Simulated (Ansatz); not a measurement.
Input (CCSDT(Q)/cc-pV(D+d)Z; Ansatz, an electronic-structure program): A basis named .json is the Basis Set Exchange file of that set.

Ansatz 0.2 input:
```yaml
crystal:
  periodic: [false, false, false]
  atoms:
    - {symbol: N, position_ang: [-1.51713109, 0.50106068, 0.34547788]}
    - {symbol: C, position_ang: [-0.67334531, -0.58999927, -0.16362602]}
    - {symbol: Si, position_ang: [1.16777400, -0.08318543, -0.14790248]}
    - {symbol: H, position_ang: [-1.27119044, 0.74619967, 1.29787200]}
    - {symbol: H, position_ang: [-1.42110935, 1.33786232, -0.21859421]}
    - {symbol: H, position_ang: [-0.99617596, -0.84470967, -1.17395860]}
    - {symbol: H, position_ang: [-0.83574044, -1.47787664, 0.44888562]}
    - {symbol: H, position_ang: [1.52789576, 0.28289243, 1.25473108]}
    - {symbol: H, position_ang: [1.30747384, 1.15279879, -0.97489013]}
basis:
  gaussian:
    orbitals: cc-pV_D+d_Z.json
magnetization: {spin_polarized: true, initial_magnetization: 1}
correlation: {method: ccsdt_q, electrons: outside_noble_gas}
```

Output:

```
Functional definition: HF
integrals: 0.16 GiB planned
1612 factors; integrals over basis functions are off by at most 1.6e-7 eV
mean field: 0.41 GiB planned
mean field evaluation 1: about -10465.6915 eV, gradient 1.9e1 eV
mean field evaluation 2: about -10465.7828 eV, gradient 1.9e1 eV
mean field evaluation 4: about -10467.9779 eV, gradient 2.8e0 eV
mean field evaluation 8: about -10468.0702 eV, gradient 1.9e-1 eV
mean field evaluation 16: about -10467.4683 eV, gradient 8.7e0 eV
mean field evaluation 32: about -10462.3235 eV, gradient 1.5e1 eV
mean field -10468.07160387 eV, -384.6945359286 hartree, gradient 2.2e-6 eV, S^2 0.754784; 0 other end points of the search recorded, 0 dependent functions left out
7 core orbitals not correlated
reference -10468.07160387 eV, -384.6945359286 hartree; 10, 9 occupied and 64, 65 virtual orbitals, 1612 factors
second order -11.02765909 eV of doubles, -0.00000000 eV of singles
coupled cluster: 6.99 GiB planned
cycle   1  -11.83567821 eV  change   -8.1e-1 eV  update   9.3e-2
cycle   2  -12.42002287 eV  change   -5.8e-1 eV  update   3.8e-2
cycle   3  -12.65916066 eV  change   -2.4e-1 eV  update   2.5e-2
cycle   4  -12.64448770 eV  change    1.5e-2 eV  update   1.0e-2
cycle   5  -12.63616665 eV  change    8.3e-3 eV  update   8.4e-3
cycle   6  -12.64123353 eV  change   -5.1e-3 eV  update   4.3e-3
cycle   7  -12.64480650 eV  change   -3.6e-3 eV  update   2.6e-3
cycle   8  -12.64459791 eV  change    2.1e-4 eV  update   1.1e-3
cycle   9  -12.64494409 eV  change   -3.5e-4 eV  update   5.1e-4
cycle  10  -12.64521084 eV  change   -2.7e-4 eV  update   2.2e-4
cycle  11  -12.64485527 eV  change    3.6e-4 eV  update   1.2e-4
cycle  12  -12.64494079 eV  change   -8.6e-5 eV  update   5.7e-5
cycle  13  -12.64495300 eV  change   -1.2e-5 eV  update   2.4e-5
cycle  14  -12.64498062 eV  change   -2.8e-5 eV  update   1.2e-5
cycle  15  -12.64499340 eV  change   -1.3e-5 eV  update   5.4e-6
cycle  16  -12.64499427 eV  change   -8.8e-7 eV  update   2.6e-6
cycle  17  -12.64499343 eV  change    8.4e-7 eV  update   1.5e-6
perturbative correction -0.02356338 eV, -0.0008659381 hartree
Total energy: -10480.74016068 eV, -385.1600968041 hartree
```
